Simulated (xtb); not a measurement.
Input for xtb:
```
$ xtb mol.xyz --gfn 2 --chrg -1 --opt vtight --json

# file mol.xyz
3

N      0.00310741     0.36384974     0.36451117
H      0.82733630    -0.11837727    -0.16780642
H     -0.80333140    -0.18305475    -0.13210395
```

Question: Estimate the total energy at the end of the optimisation that GFN2-xTB in xtb returns for this input.

Answer: -4.0032 Eh

Question: Predict the HOMO-LUMO gap from GFN2-xTB.

Answer: 9.88 eV
